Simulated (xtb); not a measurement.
C4H7O, doublet, at a GFN2-xTB geometry; GFN2-xTB (xtb 6.7.1).

Here is a job for xtb.
```
$ xtb mol.xyz --gfn 2 --uhf 1 --opt --json

# file mol.xyz
12

C     -1.42055904     0.97227624    -0.27106124
C     -0.91568814    -0.33770568    -0.67872360
C      0.32999827    -0.33321045     0.22244212
C      1.55036429     0.27980461    -0.41307696
O      0.30471634    -0.76323963     1.34950346
H     -2.01381161     1.06446793     0.61758099
H     -1.04930845     1.87029015    -0.72700981
H     -1.57598079    -1.15352340    -0.39106290
H     -0.63727068    -0.39629349    -1.72902780
H      2.25861737     0.58183032     0.35481969
H      2.02304901    -0.47646662    -1.04012550
H      1.29228233     1.12862385    -1.03868424
```

**Question.** Predict the main parts of the log of this xtb run.

**Answer.** 
```
   ID    Z sym.   atoms
    1    6 C      1-4
    2    8 O      5
    3    1 H      6-12

           -------------------------------------------------
          |                Calculation Setup                |
           -------------------------------------------------

           -------------------------------------------------
          |                 G F N 2 - x T B                 |
           -------------------------------------------------

          ...................................................
          :                      SETUP                      :
          :.................................................:
          :  # basis functions                  27          :
          :  # atomic orbitals                  27          :
          :  # shells                           17          :
          :  # electrons                        29          :
          :  max. iterations                   250          :
          :  Hamiltonian                  GFN2-xTB          :
          :  restarted?                      false          :
          :  GBSA solvation                  false          :
          :  PC potential                    false          :
          :  electronic temp.          300.0000000     K    :
          :  accuracy                    1.0000000          :
          :  -> integral cutoff          0.2500000E+02      :
          :  -> integral neglect         0.1000000E-07      :
          :  -> SCF convergence          0.1000000E-05 Eh   :
          :  -> wf. convergence          0.1000000E-03 e    :
          :  Broyden damping             0.4000000          :
          :  net charge                          0          :
          :  unpaired electrons                  1          :
          ...................................................

 iter      E             dE          RMSdq      gap      omega  full diag
   1    -16.2653406 -0.162653E+02  0.390E+00    3.00       0.0  T
   2    -16.3039078 -0.385671E-01  0.207E+00    2.37       1.0  T
   3    -16.3089843 -0.507655E-02  0.132E+00    2.74       1.0  T
   4    -16.3123992 -0.341485E-02  0.291E-01    2.41       1.0  T
   5    -16.3128559 -0.456721E-03  0.131E-01    2.58       1.0  T
   6    -16.3130188 -0.162900E-03  0.522E-02    2.52       1.0  T
   7    -16.3130254 -0.657341E-05  0.197E-02    2.52       1.5  T
   8    -16.3130258 -0.457516E-06  0.411E-03    2.53       7.0  T
   9    -16.3130259 -0.995154E-07  0.177E-03    2.53      16.3  T
  10    -16.3130259 -0.361772E-08  0.550E-04    2.52      52.5  T
  11    -16.3130259 -0.248620E-08  0.216E-04    2.52     133.7  T

   *** convergence criteria satisfied after 11 iterations ***

         :::::::::::::::::::::::::::::::::::::::::::::::::::::
         ::                     SUMMARY                     ::
         :::::::::::::::::::::::::::::::::::::::::::::::::::::
         :: total energy             -16.102076367047 Eh    ::
         :: gradient norm              0.000084727636 Eh/a0 ::
         :: HOMO-LUMO gap              2.524916181680 eV    ::
         ::.................................................::
         :: SCC energy               -16.313020312435 Eh    ::
         :: -> isotropic ES            0.027804025264 Eh    ::
         :: -> anisotropic ES          0.001736035039 Eh    ::
         :: -> anisotropic XC          0.008021501362 Eh    ::
         :: -> dispersion             -0.005974976135 Eh    ::
         :: repulsion energy           0.210943945389 Eh    ::
         :: add. restraining           0.000000000000 Eh    ::
         :: total charge               0.000000000000 e     ::
         :::::::::::::::::::::::::::::::::::::::::::::::::::::

      -----------------------------------------------------------
     |                   =====================                   |
     |                        A N C O P T                        |
     |                   =====================                   |
     |               Approximate Normal Coordinate               |
     |                Rational Function Optimizer                |
      -----------------------------------------------------------
      -----------------------------------------------------------
     |                   =====================                   |
     |                        A N C O P T                        |
     |                   =====================                   |
     |               Approximate Normal Coordinate               |
     |                Rational Function Optimizer                |
      -----------------------------------------------------------

          ...................................................
          :                      SETUP                      :
          :.................................................:
          :   optimization level            normal          :
          :   max. optcycles                   200          :
          :   ANC micro-cycles                  20          :
          :   degrees of freedom                30          :
          :.................................................:
          :   RF solver                   davidson          :
          :   write xtbopt.log                true          :
          :   linear?                        false          :
          :   energy convergence         0.5000000E-05 Eh   :
          :   grad. convergence          0.1000000E-02 Eh/α :
          :   maxmium RF displ.          1.0000000          :
          :   Hlow (freq-cutoff)         0.1000000E-01      :
          :   Hmax (freq-cutoff)         5.0000000          :
          :   S6 in model hess.         20.0000000          :
          ...................................................

generating ANC from exact Hessian ...
Using Lindh-Hessian (1995)
 Shifting diagonal of input Hessian by    5.5700059381704383E-003
 Lowest  eigenvalues of input Hessian
    0.000000    0.000000    0.000000    0.000000    0.000000    0.000000
[...]
 * total energy  :   -16.1020764 Eh     change       -0.4505232E-09 Eh
   *** GEOMETRY OPTIMIZATION CONVERGED AFTER 1 ITERATIONS ***
         :: total energy             -16.102076367497 Eh    ::
[...]
         :: -> isotropic ES            0.027808076000 Eh    ::
         :: -> anisotropic ES          0.001736047079 Eh    ::
         :: -> anisotropic XC          0.008021549410 Eh    ::
         :: -> dispersion             -0.005974988332 Eh    ::
         :: repulsion energy           0.210943945389 Eh    ::
         :: add. restraining           0.000000000000 Eh    ::
         :: total charge              -0.000000000000 e     ::
         :::::::::::::::::::::::::::::::::::::::::::::::::::::

           -------------------------------------------------
          |                Property Printout                |
           -------------------------------------------------

    * Orbital Energies and Occupations

         #    Occupation            Energy/Eh            Energy/eV
      -------------------------------------------------------------
         1        2.0000           -0.7109317             -19.3454
       ...           ...                  ...                  ...
         3        2.0000           -0.6293029             -17.1242
         4        2.0000           -0.5867145             -15.9653
         5        2.0000           -0.5706564             -15.5284
         6        2.0000           -0.5433751             -14.7860
         7        2.0000           -0.5372002             -14.6180
         8        2.0000           -0.5306876             -14.4407
         9        2.0000           -0.5018018             -13.6547
        10        2.0000           -0.4880159             -13.2796
        11        2.0000           -0.4788327             -13.0297
        12        2.0000           -0.4748430             -12.9211
        13        2.0000           -0.4534846             -12.3399
        14        2.0000           -0.4074617             -11.0876
        15        1.0000           -0.3267963              -8.8926 (HOMO)
        16                         -0.2340086              -6.3677 (LUMO)
        17                          0.0631680               1.7189
        18                          0.1108980               3.0177
        19                          0.1342852               3.6541
        20                          0.1441289               3.9219
        21                          0.1754251               4.7736
        22                          0.1811451               4.9292
        23                          0.2088074               5.6819
        24                          0.2473988               6.7321
        25                          0.2873354               7.8188
        26                          0.3524398               9.5904
        27                          0.6249529              17.0058
      -------------------------------------------------------------
                  HL-Gap            0.0927877 Eh            2.5249 eV
             Fermi-level           -0.3237657 Eh           -8.8101 eV

     #   Z          covCN         q      C6AA      α(0)
     1   6 C        2.932    -0.095    30.398     9.042
     2   6 C        3.804    -0.068    21.797     6.647
     3   6 C        2.907     0.241    22.983     7.861
     4   6 C        3.753    -0.136    23.178     6.865
     5   8 O        0.857    -0.362    20.931     6.134
     6   1 H        0.926     0.052     2.296     2.370
     7   1 H        0.926     0.041     2.435     2.440
     8   1 H        0.925     0.070     2.088     2.260
     9   1 H        0.925     0.056     2.241     2.341
    10   1 H        0.925     0.069     2.099     2.266
    11   1 H        0.924     0.070     2.088     2.260
    12   1 H        0.925     0.062     2.172     2.305

 Mol. C6AA /au·bohr⁶  :       1201.532658
 Mol. C8AA /au·bohr⁸  :      26470.355188
 Mol. α(0) /au        :         52.789221

Wiberg/Mayer (AO) data.
largest (>0.10) Wiberg bond orders for each atom

 ---------------------------------------------------------------------------
     #   Z sym  total        # sym  WBO       # sym  WBO       # sym  WBO
 ---------------------------------------------------------------------------
     1   6 C    3.468 --     2 C    1.111     6 H    0.984     7 H    0.984
                             3 C    0.201     5 O    0.141
     2   6 C    3.990 --     1 C    1.111     9 H    0.964     8 H    0.963
                             3 C    0.880
     3   6 C    3.916 --     5 O    1.812     4 C    1.000     2 C    0.880
                             1 C    0.201
     4   6 C    3.994 --     3 C    1.000    10 H    0.978    12 H    0.974
                            11 H    0.956
     5   8 O    2.107 --     3 C    1.812     1 C    0.141
     6   1 H    0.997 --     1 C    0.984
     7   1 H    0.998 --     1 C    0.984
     8   1 H    0.995 --     2 C    0.963
     9   1 H    0.997 --     2 C    0.964
    10   1 H    0.995 --     4 C    0.978
    11   1 H    0.995 --     4 C    0.956
    12   1 H    0.996 --     4 C    0.974
 ---------------------------------------------------------------------------

Topologies differ in total number of bonds
Writing topology from bond orders to xtbtopo.mol

molecular dipole:
                 x           y           z       tot (Debye)
 q only:        0.075       0.367      -1.024
   full:        0.138       0.461      -1.156       3.183
molecular quadrupole (traceless):
                xx          xy          yy          xz          yz          zz
 q only:        2.541       0.925      -0.023      -1.212       2.165      -2.518
  q+dip:        2.221       1.410       0.526      -2.347       2.703      -2.746
   full:        2.358       1.018       0.809      -2.011       3.051      -3.167

optimized geometry written to: xtbopt.xyz

           -------------------------------------------------
          | TOTAL ENERGY              -16.102076367497 Eh   |
          | GRADIENT NORM               0.000084682671 Eh/α |
          | HOMO-LUMO GAP               2.524883108907 eV   |
           -------------------------------------------------
```
